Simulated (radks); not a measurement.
The numbers below are computed, except where a source is named.
Species: the neon ion Ne2+. Configuration: [He] 2s2 2p4.

Level of theory: Dirac Kohn-Sham, PBE, spin-unpolarised, spherical densities, finite nucleus; open shells fill j = l - 1/2 first; Fermi nuclear charge, rms radius 3.0055 fm (a radial shooting solver on a logarithmic mesh with Libxc functionals).

Energy parts (hartree):
total: -126.60075
kinetic: 126.66661
electron-nucleus: -293.33579
Hartree: 51.19561
exchange-correlation: -11.12719

Orbitals (lengths in bohr, moments of r in powers of bohr; r(max) is where P^2 peaks):
| orbital | occ. | eigenvalue (hartree) | <r^4> | r(max) |
|---|---|---|---|---|
| 1s1/2 | 2 | -32.39042 | 0.002946 | 0.1026 |
| 2s1/2 | 2 | -2.87073 | 1.262 | 0.6595 |
| 2p1/2 | 2 | -2.01748 | 1.551 | 0.5813 |
| 2p3/2 | 2 | -2.01250 | 1.562 | 0.5825 |

The highest occupied level is 2p3/2 at -54.763 eV. For comparison, the ionisation energy in NIST's Atomic Spectra Database is 63.423 eV (measured). In exact Kohn-Sham theory the highest level is minus the ionisation energy, but local and semilocal functionals leave it too shallow, through self-interaction and a potential that decays too fast; potentials with the right tail come closer.

Beside tabulated values, note that spin-unpolarised runs miss the spin-polarisation part of the exchange energy of open shells.
